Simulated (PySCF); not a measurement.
Cost of one run: shielding job, `Cn1nc(C(F)(F)F)cc1Cl`.

Method: GIAO PBE0/pcSseg-1 NMR shielding, non-relativistic, gas phase (PySCF 2.14.0, density-fitted response routines). Geometry: GFN2-xTB. Work: shieldings, ring-centre shieldings, charges and field gradients, density fitting. A driver script takes a list of jobs; this job's settings line and coordinates (Å) are shown.

Command:
```bash
OMP_NUM_THREADS=1 python probes_run.py task.json out
```

Input:
```
{"job": {"kind": "nmr", "xc": "PBE0", "basis": "pcSseg-1"}, "charge": 0, "multiplicity": 1}
C     -2.434814     0.443507     0.145231
N     -1.067551     0.014498     0.085204
N     -0.080539     0.837593     0.384998
C      1.040529     0.146872     0.233303
C      2.371475     0.766250     0.489325
F      2.509132     1.200608     1.751442
F      2.615971     1.820320    -0.304206
F      3.367889    -0.107938     0.277377
C      0.777100    -1.167842    -0.178544
C     -0.600371    -1.205663    -0.260922
Cl    -1.652379    -2.468453    -0.696817
H     -2.434179     1.484178     0.459440
H     -2.990623    -0.160065     0.863911
H     -2.905066     0.352625    -0.834781
H      1.479013    -1.948501    -0.379322
```

Hardware: an Arm Neoverse V2 with one thread (shared host).

Question: How large is the basis?

Answer: 214 functions for 92 electrons, with 1123 fitting functions; the fitted three-index integrals, 1123 × 214 × 215/2 numbers of 8 bytes, come to 200 MiB.

Question: Which is nearest to the wall time?
A. 4.5 min
B. 33 s
C. 33 min

Answer: B. The run took 33 s. The SCF took 14 cycles.

Question: At this speed, how long would 500 such jobs take on 32 cores, one job a core?

Answer: 500/32 gives 16 rounds of 33 s, about 8.8 min of wall time and 4.6 core-hours, if the jobs don't slow each other.

The SCF part of the output:
```
coarse grid: 14920 points
cycle   1  E = -1061.0684048407  dE =  2.271e+00  |g| = 9.449e-01  |ddm| = 3.928e+00
cycle   2  E = -1060.8981659509  dE =  1.702e-01  |g| = 1.417e+00  |ddm| = 1.369e+00
cycle   3  E = -1061.2266845368  dE = -3.285e-01  |g| = 9.209e-02  |ddm| = 8.531e-01
cycle   4  E = -1061.2272265040  dE = -5.420e-04  |g| = 7.690e-02  |ddm| = 1.251e-01
cycle   5  E = -1061.2284634554  dE = -1.237e-03  |g| = 1.489e-02  |ddm| = 7.406e-02
cycle   6  E = -1061.2285063137  dE = -4.286e-05  |g| = 3.615e-03  |ddm| = 1.511e-02
cycle   7  E = -1061.2285089432  dE = -2.629e-06  |g| = 1.308e-03  |ddm| = 3.847e-03
final grid: 146072 points
cycle   8  E = -1061.3079002436  dE = -5.452e-05  |g| = 8.446e-03  |ddm| = 3.550e-02
cycle   9  E = -1061.3078852881  dE =  1.496e-05  |g| = 1.195e-02  |ddm| = 1.842e-02
cycle  10  E = -1061.3079153806  dE = -3.009e-05  |g| = 2.178e-03  |ddm| = 1.142e-02
cycle  11  E = -1061.3079163582  dE = -9.776e-07  |g| = 7.042e-04  |ddm| = 2.244e-03
cycle  12  E = -1061.3079164552  dE = -9.695e-08  |g| = 1.374e-04  |ddm| = 6.103e-04
cycle  13  E = -1061.3079164579  dE = -2.774e-09  |g| = 4.439e-05  |ddm| = 1.027e-04
cycle  14  E = -1061.3079164583  dE = -3.861e-10  |g| = 1.197e-05  |ddm| = 4.134e-05
converged SCF energy = -1061.3079164583
```

On the final grid dE counts from the start density on that grid.

The host was shared with other jobs, so the times are rough.
